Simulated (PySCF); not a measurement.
PySCF input file for C3H5ClOSi, SMILES C#CC[Si@@H](O)Cl, TDA-PBE/def2-SVPD. The structure is a stationary point at B3LYP-D3(BJ)/def2-SVP. The structure was generated by enumeration; whether it is a known compound was not checked. The values are those of a single conformer.

```python
import numpy as np
from pyscf import gto, scf, dft, tdscf

mol = gto.M(
    atom='''
    C    -2.78977238    1.26364240    0.55334633
    C    -2.00462445    0.74409747   -0.20938236
    C    -1.02470848    0.09286844   -1.06402208
    Si    0.32353153   -0.76512198   -0.05352142
    O     1.34310794   -1.63216072   -1.03202179
    Cl    1.38021359    0.71538144    0.95456409
    H    -3.49046441    1.73094061    1.21861135
    H    -0.54774082    0.82052653   -1.74470821
    H    -1.50153198   -0.67535232   -1.69947584
    H    -0.24871543   -1.72107935    0.91452961
    H     1.96514877   -1.15117654   -1.59072376
    ''',
    basis='def2-SVPD',
    charge=0,
    spin=0,
    max_memory=1600,
    verbose=4,
)
mf = dft.RKS(mol, xc='pbe').density_fit(auxbasis='def2-universal-jkfit')
mf.grids.level = 3
mf.conv_tol = 1e-9
mf.max_cycle = 100
mf.kernel()
mf.grids = dft.Grids(mol).set(level=1).build(with_non0tab=True)  # coarser grid for the response kernel
td = tdscf.TDA(mf)
td.singlet = True
td.nstates = 10
td.conv_tol = 1e-4
td.positive_eig_threshold = 1e-6
td.kernel(x0=td.get_init_guess(mf, 15))
td.analyze()
tt = tdscf.TDA(mf)
tt.singlet = False
tt.nstates = 4
tt.conv_tol = 1e-4
tt.positive_eig_threshold = 1e-6
tt.kernel(x0=tt.get_init_guess(mf, 9))
tt.analyze(verbose=3)
```

It prints:

```
PySCF version 2.14.0

[INPUT] verbose = 4
[INPUT] num. atoms = 11
[INPUT] num. electrons = 62
[INPUT] charge = 0
[INPUT] spin (= nelec alpha-beta = 2S) = 0
[INPUT] symmetry False subgroup None
[INPUT] Mole.unit = angstrom
[INPUT] Symbol           X                Y                Z      unit          X                Y                Z       unit  Magmom
[INPUT]  1 C     -2.789772380000   1.263642400000   0.553346330000 AA   -5.271905748076   2.387938055388   1.045673015733 Bohr   0.0
[INPUT]  2 C     -2.004624450000   0.744097470000  -0.209382360000 AA   -3.788191193107   1.406140428282  -0.395675315715 Bohr   0.0
[INPUT]  3 C     -1.024708480000   0.092868440000  -1.064022080000 AA   -1.936418384719   0.175495917216  -2.010710321690 Bohr   0.0
[INPUT]  4 Si     0.323531530000  -0.765121980000  -0.053521420000 AA    0.611385984362  -1.445870994085  -0.101140825598 Bohr   0.0
[INPUT]  5 O      1.343107940000  -1.632160720000  -1.032021790000 AA    2.538106162329  -3.084336752073  -1.950238537683 Bohr   0.0
[INPUT]  6 Cl     1.380213590000   0.715381440000   0.954564090000 AA    2.608225678503   1.351874996197   1.803864698445 Bohr   0.0
[INPUT]  7 H     -3.490464410000   1.730940610000   1.218611350000 AA   -6.596021782442   3.271003690788   2.302841703786 Bohr   0.0
[INPUT]  8 H     -0.547740820000   0.820526530000  -1.744708210000 AA   -1.035080137045   1.550570419640  -3.297020684180 Bohr   0.0
[INPUT]  9 H     -1.501531980000  -0.675352320000  -1.699475840000 AA   -2.837484209476  -1.276230922390  -3.211543892915 Bohr   0.0
[INPUT] 10 H     -0.248715430000  -1.721079350000   0.914529610000 AA   -0.470004045653  -3.252368610144   1.728210495705 Bohr   0.0
[INPUT] 11 H      1.965148770000  -1.151176540000  -1.590723760000 AA    3.713592969326  -2.175408381624  -3.006032246238 Bohr   0.0

nuclear repulsion = 331.647472206867
number of shells = 74
number of NR pGTOs = 260
number of NR cGTOs = 174
basis = def2-SVPD
ecp = {}


[settings echo left out]
init E= -941.750234446248
  HOMO = -0.312996143969682  LUMO = -0.0674113341137188  gap/eV = 6.68270
cycle= 1 E= -941.182235665942  delta_E= 0.568  |g|= 0.868  |ddm|= 8.15
  HOMO = -0.137093752542315  LUMO = -0.00755308486494011  gap/eV = 3.52498
cycle= 2 E= -940.633772818824  delta_E= 0.548  |g|= 1.83  |ddm|= 3.41
  HOMO = -0.21354352958752  LUMO = -0.0378223868036298  gap/eV = 4.78162
cycle= 3 E= -941.323744571549  delta_E= -0.69  |g|= 0.287  |ddm|= 2.11
  HOMO = -0.243820336758791  LUMO = -0.0315834549424068  gap/eV = 5.77526
cycle= 4 E= -941.343130577751  delta_E= -0.0194  |g|= 0.0912  |ddm|= 0.543
  HOMO = -0.238658164401792  LUMO = -0.0302011871231098  gap/eV = 5.67240
cycle= 5 E= -941.343403003854  delta_E= -0.000272  |g|= 0.0876  |ddm|= 0.213
  HOMO = -0.236786420788877  LUMO = -0.0309256016622785  gap/eV = 5.60176
cycle= 6 E= -941.345307171587  delta_E= -0.0019  |g|= 0.0169  |ddm|= 0.106
  HOMO = -0.236719557244545  LUMO = -0.0305057228052323  gap/eV = 5.61136
cycle= 7 E= -941.345386292533  delta_E= -7.91e-05  |g|= 0.00379  |ddm|= 0.0323
  HOMO = -0.236916855355819  LUMO = -0.0307629779122087  gap/eV = 5.60973
cycle= 8 E= -941.345390267851  delta_E= -3.98e-06  |g|= 0.00101  |ddm|= 0.00695
  HOMO = -0.236847068154348  LUMO = -0.0307750055248781  gap/eV = 5.60751
cycle= 9 E= -941.345390517309  delta_E= -2.49e-07  |g|= 0.000297  |ddm|= 0.00206
  HOMO = -0.236856093673347  LUMO = -0.0307771397021108  gap/eV = 5.60769
cycle= 10 E= -941.345390540309  delta_E= -2.3e-08  |g|= 6.71e-05  |ddm|= 0.000568
  HOMO = -0.236861999833331  LUMO = -0.0307769619468439  gap/eV = 5.60786
cycle= 11 E= -941.345390541265  delta_E= -9.55e-10  |g|= 3.93e-05  |ddm|= 0.000211
  HOMO = -0.236858459615865  LUMO = -0.0307775776710169  gap/eV = 5.60775
cycle= 12 E= -941.34539054169  delta_E= -4.25e-10  |g|= 7.07e-06  |ddm|= 9.07e-05
  HOMO = -0.236859147796479  LUMO = -0.0307772320490405  gap/eV = 5.60777
Extra cycle  E= -941.345390541674  delta_E= 1.55e-11  |g|= 1.13e-05  |ddm|= 2.74e-05
converged SCF energy = -941.345390541674
tot grids = 45808
Overwritten attributes  positive_eig_threshold  of <class 'pyscf.tdscf.rks.TDA'>


******** <class 'pyscf.tdscf.rks.TDA'> for <class 'pyscf.df.df_jk.DFRKS'> ********
nstates = 10 singlet
deg_eia_thresh = 1.000e-03
wfnsym = None
conv_tol = 0.0001
eigh lindep = 1e-12
eigh level_shift = 0
eigh max_cycle = 100


Excitation energies (eV)
[5.66987176 5.92465067 6.1434106  6.30868091 6.40922182 6.43264075
 6.57815279 6.72524162 6.95210139 7.00673613]

** Singlet excitation energies and oscillator strengths **
Excited State   1:      5.66987 eV    218.67 nm  f=0.0126
      31 -> 32        0.69342
      31 -> 34        0.10346
Excited State   2:      5.92465 eV    209.27 nm  f=0.0003
      30 -> 32       -0.70566
Excited State   3:      6.14341 eV    201.82 nm  f=0.0018
      31 -> 33       -0.69066
      31 -> 34       -0.14023
Excited State   4:      6.30868 eV    196.53 nm  f=0.0041
      30 -> 34        0.19015
      31 -> 34        0.40850
      31 -> 35       -0.52419
Excited State   5:      6.40922 eV    193.45 nm  f=0.0012
      30 -> 33        0.65953
      30 -> 34        0.11815
      31 -> 34        0.17644
Excited State   6:      6.43264 eV    192.74 nm  f=0.0200
      30 -> 33        0.22047
      30 -> 35        0.24901
      31 -> 34       -0.39094
      31 -> 35       -0.39347
      31 -> 36       -0.26857
Excited State   7:      6.57815 eV    188.48 nm  f=0.0002
      30 -> 34        0.63919
      30 -> 35        0.19298
      31 -> 35        0.16962
Excited State   8:      6.72524 eV    184.36 nm  f=0.0053
      30 -> 35        0.35050
      31 -> 34       -0.10920
      31 -> 36        0.59483
Excited State   9:      6.95210 eV    178.34 nm  f=0.0064
      30 -> 36        0.69691
Excited State  10:      7.00674 eV    176.95 nm  f=0.0020
      28 -> 32       -0.12743
      29 -> 32        0.68162
      31 -> 37        0.12616

** Transition electric dipole moments (AU) **
state          X           Y           Z        Dip. S.      Osc.
  1        -0.2540      0.1321     -0.0925      0.0905      0.0126
  2         0.0175      0.0429     -0.0147      0.0024      0.0003
  3         0.0738     -0.0120      0.0813      0.0122      0.0018
  4         0.1615      0.0045     -0.0107      0.0262      0.0041
  5         0.0744     -0.0202     -0.0435      0.0078      0.0012
  6        -0.2820      0.2127      0.0483      0.1271      0.0200
  7        -0.0073      0.0266      0.0132      0.0009      0.0002
  8        -0.1786      0.0215      0.0061      0.0324      0.0053
  9         0.0728      0.1804     -0.0034      0.0378      0.0064
 10        -0.0488      0.0907     -0.0288      0.0114      0.0020

** Transition velocity dipole moments (imaginary part, AU) **
state          X           Y           Z        Dip. S.      Osc.
  1        -0.0403      0.0178     -0.0302      0.0029      0.0091
  2         0.0056      0.0164     -0.0012      0.0003      0.0009
  3         0.0042     -0.0153      0.0166      0.0005      0.0016
  4         0.0201     -0.0071      0.0052      0.0005      0.0014
  5         0.0129     -0.0001      0.0011      0.0002      0.0005
  6        -0.0427      0.0295     -0.0048      0.0027      0.0077
  7         0.0107      0.0180     -0.0021      0.0004      0.0012
  8        -0.0215     -0.0045      0.0033      0.0005      0.0013
  9         0.0224      0.0372     -0.0056      0.0019      0.0050
 10        -0.0117      0.0147     -0.0037      0.0004      0.0009

** Transition magnetic dipole moments (imaginary part, AU) **
state          X           Y           Z
  1        -0.0951     -0.2286      0.0482
  2        -0.0355      0.1271      0.0476
  3        -0.0653      0.3841      0.0446
  4         0.0776     -0.1684     -0.0727
  5        -0.2424     -0.2053      0.1202
  6         0.0684      0.1585      0.0030
  7         0.2279     -0.0452      0.3458
  8        -0.3456     -0.5232      0.1674
  9         0.2779     -0.0966      0.6438
 10        -0.1196     -0.3428     -0.4292


******** <class 'pyscf.tdscf.rks.TDA'> for <class 'pyscf.df.df_jk.DFRKS'> ********
nstates = 4 triplet
deg_eia_thresh = 1.000e-03
wfnsym = None
conv_tol = 0.0001
eigh lindep = 1e-12
eigh level_shift = 0
eigh max_cycle = 100


Excitation energies (eV)
[5.19734675 5.58710048 5.64626387 5.78922262]

** Triplet excitation energies and oscillator strengths **
Excited State   1:      5.19735 eV    238.55 nm  f=0.0000
Excited State   2:      5.58710 eV    221.91 nm  f=0.0000
Excited State   3:      5.64626 eV    219.59 nm  f=0.0000
Excited State   4:      5.78922 eV    214.16 nm  f=0.0000
```

Self-consistency was reached.

Cost: around 60 core-seconds (rough).
